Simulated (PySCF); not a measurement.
C2H6AlCl, singlet, geometry from GFN2-xTB (such geometries of metal compounds can be far from the true shape), atoms displaced at random by about 0.03 Å a coordinate; PySCF with R2SCAN/STO-3G, gradient.

Input for PySCF:
```python
from pyscf import gto, scf, dft

mol = gto.Mole()
mol.atom = '''
    Al    0.20606127   -0.23745133    0.23153105
    C     2.11081026   -0.62344818   -0.40351819
    H     2.57644348   -1.39317313    0.27170703
    H     2.63263980    0.24520175   -0.45213701
    H     2.03150432   -1.02073837   -1.40884381
    C    -0.66567721   -0.94474558    1.81453940
    H    -1.54383585   -1.48166244    1.60507011
    H    -1.03199322   -0.10433901    2.53005754
    H    -0.04410593   -1.57866060    2.40768052
    Cl   -0.88595409    0.99535100   -0.89507494
'''
mol.basis = 'sto-3g'
mol.verbose = 4
mol.build()

mf = dft.RKS(mol)
mf.xc = 'r2scan'
mf.conv_tol = 1e-4
mf.kernel()
g = mf.nuc_grad_method()
grad = g.kernel()
```

### Question
Write the output that PySCF gives for this input, abridged.

### Answer

```
PySCF version 2.14.0

[INPUT] verbose = 4
[INPUT] num. atoms = 10
[INPUT] num. electrons = 48
[INPUT] charge = 0
[INPUT] spin (= nelec alpha-beta = 2S) = 0
[INPUT] symmetry False subgroup None
[INPUT] Mole.unit = angstrom
[INPUT] Symbol           X                Y                Z      unit          X                Y                Z       unit  Magmom
[INPUT]  1 Al     0.206061270000  -0.237451330000   0.231531050000 AA    0.389399365180  -0.448717981614   0.437530273833 Bohr   0.0
[INPUT]  2 C      2.110810260000  -0.623448180000  -0.403518190000 AA    3.988853292322  -1.178146313059  -0.762538865380 Bohr   0.0
[INPUT]  3 H      2.576443480000  -1.393173130000   0.271707030000 AA    4.868772552621  -2.632715659803   0.513451872819 Bohr   0.0
[INPUT]  4 H      2.632639800000   0.245201750000  -0.452137010000 AA    4.974968206630   0.463364152764  -0.854415119680 Bohr   0.0
[INPUT]  5 H      2.031504320000  -1.020738370000  -1.408843810000 AA    3.838986785671  -1.928915964135  -2.662328953189 Bohr   0.0
[INPUT]  6 C     -0.665677210000  -0.944745580000   1.814539400000 AA   -1.257947614265  -1.785310403593   3.428982508233 Bohr   0.0
[INPUT]  7 H     -1.543835850000  -1.481662440000   1.605070110000 AA   -2.917426937785  -2.799936220655   3.033142918626 Bohr   0.0
[INPUT]  8 H     -1.031993220000  -0.104339010000   2.530057540000 AA   -1.950184548208  -0.197172153008   4.781115829991 Bohr   0.0
[INPUT]  9 H     -0.044105930000  -1.578660600000   2.407680520000 AA   -0.083348128169  -2.983236177642   4.549856778250 Bohr   0.0
[INPUT] 10 Cl    -0.885954090000   0.995351000000  -0.895074940000 AA   -1.674210589038   1.880940787812  -1.691446497562 Bohr   0.0

nuclear repulsion = 192.624679466284
number of shells = 22
number of NR pGTOs = 102
number of NR cGTOs = 34
basis = sto-3g
ecp = {}

******** <class 'pyscf.dft.rks.RKS'> ********
method = RKS
initial guess = minao
damping factor = 0
level_shift factor = 0
DIIS = <class 'pyscf.scf.diis.CDIIS'>
diis_start_cycle = 1
diis_space = 8
diis_damp = 0
SCF conv_tol = 0.0001
SCF conv_tol_grad = None
SCF max_cycles = 50
direct_scf = True
direct_scf_tol = 1e-13
XC library pyscf.dft.libxc version 7.1.2
    S. Lehtola, C. Steigemann, M. J. T. Oliveira, and M. A. L. Marques,  SoftwareX 7, 1–5 (2018)
XC functionals = r2scan
    J. W. Furness, A. D. Kaplan, J. Ning, J. P. Perdew, and J. Sun,  J. Phys. Chem. Lett. 11, 8208–8215 (2020)
    J. W. Furness, A. D. Kaplan, J. Ning, J. P. Perdew, and J. Sun,  J. Phys. Chem. Lett. 11, 9248–9248 (2020)
    J. W. Furness, A. D. Kaplan, J. Ning, J. P. Perdew, and J. Sun,  J. Phys. Chem. Lett. 11, 8208–8215 (2020)
    J. W. Furness, A. D. Kaplan, J. Ning, J. P. Perdew, and J. Sun,  J. Phys. Chem. Lett. 11, 9248–9248 (2020)
radial grids:
    Treutler-Ahlrichs [JCP 102, 346 (1995); DOI:10.1063/1.469408] (M4) radial grids

becke partition: Becke, JCP 88, 2547 (1988); DOI:10.1063/1.454033
pruning grids: <function nwchem_prune>
grids dens level: 3
symmetrized grids: False
atomic radii adjust function: <function treutler_atomic_radii_adjust>
small_rho_cutoff = 0
Set gradient conv threshold to 0.01
Initial guess from minao.
tot grids = 125144
init E= -773.128790185898
  HOMO = -0.334906502271305  LUMO = 0.0338371275468842  gap/eV = 10.03403
cycle= 1 E= -773.518485840021  delta_E= -0.39  |g|= 0.477  |ddm|= 3.59
  HOMO = -0.127883281895422  LUMO = 0.0824088464510041  gap/eV = 5.72234
cycle= 2 E= -773.51776809213  delta_E= 0.000718  |g|= 0.488  |ddm|= 1.49
  HOMO = -0.165696828465247  LUMO = 0.118691561580406  gap/eV = 7.73860
cycle= 3 E= -773.597943029259  delta_E= -0.0802  |g|= 0.026  |ddm|= 0.759
  HOMO = -0.167099309371593  LUMO = 0.117744641469692  gap/eV = 7.75100
cycle= 4 E= -773.598188515043  delta_E= -0.000245  |g|= 0.0104  |ddm|= 0.0678
  HOMO = -0.167858181014598  LUMO = 0.116489433355964  gap/eV = 7.73749
cycle= 5 E= -773.598227280169  delta_E= -3.88e-05  |g|= 0.00204  |ddm|= 0.0185
  HOMO = -0.167721856835575  LUMO = 0.116461366976455  gap/eV = 7.73302
Extra cycle  E= -773.598226982047  delta_E= 2.98e-07  |g|= 0.00237  |ddm|= 0.00759
converged SCF energy = -773.598226982047

******** <class 'pyscf.grad.rks.Gradients'> for <class 'pyscf.dft.rks.RKS'> ********
unit = Eh/Bohr
grid_response = False
--------------- RKS gradients ---------------
         x                y                z
0 Al    -0.0580711526     0.0407076684    -0.0256133984
1 C     0.0890798156     0.0687567238    -0.0361760458
2 H     0.0037127458    -0.0197933766     0.0160380400
3 H    -0.0468901419    -0.0635423820    -0.0013144809
4 H    -0.0030926245     0.0065736761     0.0076960441
5 C    -0.0078501592    -0.0688765082    -0.0173039729
6 H     0.0331003114     0.0228242161     0.0135782188
7 H    -0.0174737617     0.0271296762     0.0284255775
8 H    -0.0164235341     0.0139920217    -0.0113556317
9 Cl     0.0259508293    -0.0296870351     0.0276584298
----------------------------------------------
```
